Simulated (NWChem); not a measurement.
All runs are NWChem calculations. System: CH3ISi, charge 0, spin multiplicity 1, displaced from the optimised geometry. The structure started from a generated list of species. Level: PBE/def2-TZVP with def2 effective core potentials on I.

Input file:

```
start mol
memory heap 200 mb stack 800 mb global 1000 mb
geometry units angstroms nocenter noautoz
  Si    -1.320176     1.180772     0.000000
  I      0.341682    -0.781826     0.000000
  C     -0.047861     2.665718     0.000000
  H     -0.599641     3.655081     0.000000
  H      0.630053     2.628291    -0.908876
  H      0.630053     2.628291     0.908876
  symmetry group Cs
end
basis spherical
  * library def2-tzvp
end
ecp
  I library def2-ecp
end
dft
  xc xpbe96 cpbe96
  semidirect memsize 60000000 filesize 0
  iterations 100
  cgmin
end
task dft gradient
```

Part of the output:

```
             Northwest Computational Chemistry Package (NWChem) 7.3.0
             --------------------------------------------------------

                                NWChem Input Module
                                -------------------

 Scaling coordinates for geometry "geometry" by  1.889725989
 (inverse scale =  0.529177249)

 Turning off AUTOSYM since
 SYMMETRY directive was detected!

                             Geometry "geometry" -> ""
                             -------------------------

 Output coordinates in angstroms (scale by  1.889725989 to convert to a.u.)

  No.       Tag          Charge          X              Y              Z
 ---- ---------------- ---------- -------------- -------------- --------------
    1 Si                  14.0000    -1.32017600     1.18077200     0.00000000
    2 I                   53.0000     0.34168200    -0.78182600     0.00000000
    3 C                    6.0000    -0.04786100     2.66571800     0.00000000
    4 H                    1.0000    -0.59964100     3.65508100     0.00000000
    5 H                    1.0000     0.63005300     2.62829100    -0.90887600
    6 H                    1.0000     0.63005300     2.62829100     0.90887600

 Effective nuclear repulsion energy (a.u.)     263.7951330426

            Nuclear Dipole moment (a.u.)
            ----------------------------
        X                 Y               Z
 ---------------- ---------------- ----------------
    -0.0000359048     0.0000018897     0.0000000000

      Symmetry information
      --------------------

 Group name             Cs
 Group number              2
 Group order               2
 No. of unique centers     5

      Symmetry unique atoms

     1    2    3    4    5


 Summary of "ao basis" -> "" (spherical)
 ------------------------------------------------------------------------------
       Tag                 Description            Shells   Functions and Types
 ---------------- ------------------------------  ------  ---------------------
 *                         def2-tzvp                  on all atoms

 Summary of "ao basis" -> "ao basis" (spherical)
[...]
          No. of atoms     :     6
          No. of electrons :    48
           Alpha electrons :    24
            Beta electrons :    24
          Charge           :     0
          Spin multiplicity:     1
          Use of symmetry is: on ; symmetry adaption is: on
          Maximum number of iterations: 100
          AO basis - number of functions:   136
                     number of shells:    52
          Convergence on energy requested:  1.00D-06
          Convergence on density requested:  1.00D-05
          Convergence on gradient requested:  5.00D-04

              XC Information
              --------------
          PerdewBurkeErnzerhof Exchange Functional  1.000
            Perdew 1991 LDA Correlation Functional  1.000 local
           PerdewBurkeErnz. Correlation Functional  1.000 non-local

             Grid Information
             ----------------
          Grid used for XC integration:  medium
          Radial quadrature: Mura-Knowles
          Angular quadrature: Lebedev.
          Tag              B.-S. Rad. Rad. Pts. Rad. Cut. Ang. Pts.
          ---              ---------- --------- --------- ---------
          Si                  1.10       88          10.0       590
          I                   1.40      123          12.0       590
          C                   0.70       49          11.0       434
          H                   0.35       45          13.0       434
          Grid pruning is: on
          Number of quadrature shells:   350
          Spatial weights used:  Erf1

          Convergence Information
          -----------------------
          Convergence aids based upon iterative change in
          total energy or number of iterations.
          Levelshifting, if invoked, occurs when the
          HOMO/LUMO gap drops below (HL_TOL):  1.00D-02
          DIIS, if invoked, will attempt to extrapolate
          using up to (NFOCK): 10 stored Fock matrices.

                    Damping( 0%)  Levelshifting(0.5)       DIIS
                  --------------- ------------------- ---------------
          dE  on:    start            ASAP                start
          dE off:    2 iters        100 iters           100 iters

      Screening Tolerance Information
      -------------------------------
          Density screening/tol_rho:  1.00D-10
          AO Gaussian exp screening on grid/accAOfunc:  14
          CD Gaussian exp screening on grid/accCDfunc:  20
          XC Gaussian exp screening on grid/accXCfunc:  20
          Schwarz screening/accCoul:  1.00D-08

                            NWChem DFT Gradient Module
                            --------------------------

  charge          =   0.00
  wavefunction    = closed shell

  Using symmetry

                         DFT ENERGY GRADIENTS

    atom               coordinates                        gradient
                 x          y          z           x          y          z
   1 Si     -2.494771   2.231336   0.000000   -0.014728  -0.002742   0.000000
   2 I       0.645685  -1.477437   0.000000    0.006211  -0.008163   0.000000
   3 C      -0.090444   5.037477   0.000000   -0.005009  -0.004192   0.000000
   4 H      -1.133157   6.907102   0.000000   -0.008510   0.015722   0.000000
   5 H       1.190628   4.966750  -1.717527    0.011018  -0.000312  -0.014266
   6 H       1.190628   4.966750   1.717527    0.011018  -0.000312   0.014266

                 ----------------------------------------
                 |  Time  |  1-e(secs)   |  2-e(secs)   |
                 ----------------------------------------
                 |  CPU   |       0.12   |      30.56   |
                 ----------------------------------------
                 |  WALL  |       0.12   |      30.56   |
                 ----------------------------------------

 Task  times  cpu:       51.1s     wall:       51.1s

 Total times  cpu:       51.2s     wall:       51.2s
```
